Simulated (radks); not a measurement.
Values are calculated unless marked as measured or tabulated.
Species: the tin ion Sn4+. Configuration: [Kr] 4d10.

Code: a radial shooting solver on a logarithmic mesh with Libxc functionals. Model: Dirac Kohn-Sham, BLYP, spin-unpolarised, spherical densities, point nucleus.

Energy parts (eV):
| part | energy |
|---|---|
| total | -168063.066 |
| kinetic | 176979.817 |
| electron-nucleus | -405986.796 |
| Hartree | 65426.785 |
| exchange-correlation | -4482.872 |

Orbitals (lengths in bohr, moments of r in powers of bohr):
| orbital | occ. | eigenvalue (eV) | <r^2> | <r> |
|---|---|---|---|---|
| 1s1/2 | 2 | -29042.93 | 0.001143 | 0.02905 |
| 2s1/2 | 2 | -4419.320 | 0.01851 | 0.1251 |
| 2p1/2 | 2 | -4131.187 | 0.01376 | 0.1058 |
| 2p3/2 | 4 | -3900.417 | 0.01506 | 0.1112 |
| 3s1/2 | 2 | -886.9419 | 0.1316 | 0.3391 |
| 3p1/2 | 2 | -769.8914 | 0.1265 | 0.3299 |
| 3p3/2 | 4 | -727.7593 | 0.1351 | 0.3411 |
| 3d3/2 | 4 | -520.7715 | 0.1160 | 0.3125 |
| 3d5/2 | 6 | -512.0732 | 0.1186 | 0.3161 |
| 4s1/2 | 2 | -176.0269 | 0.7561 | 0.8174 |
| 4p1/2 | 2 | -137.0525 | 0.8512 | 0.8633 |
| 4p3/2 | 4 | -129.4223 | 0.9097 | 0.8925 |
| 4d3/2 | 4 | -68.1539 | 1.332 | 1.064 |
| 4d5/2 | 6 | -67.0732 | 1.363 | 1.077 |
| 5s1/2 | 0 | -46.7259 | 4.675 | 2.046 |
| 5p1/2 | 0 | -37.5108 | 5.925 | 2.302 |
| 5p3/2 | 0 | -36.4883 | 6.233 | 2.362 |

The highest occupied level is 4d5/2 at -67.073 eV. For comparison, the ionisation energy in NIST's Atomic Spectra Database is 77.03 eV (measured). In exact Kohn-Sham theory the highest level is minus the ionisation energy, but local and semilocal functionals leave it too shallow, through self-interaction and a potential that decays too fast; potentials with the right tail come closer. The density falls to 0.001 e/bohr^3 at r = 2.78 bohr. Summed over all electrons, <r^2> = 22.72 bohr^2, which gives a Langevin (diamagnetic) susceptibility term of -18 x 10^-6 cm^3/mol.
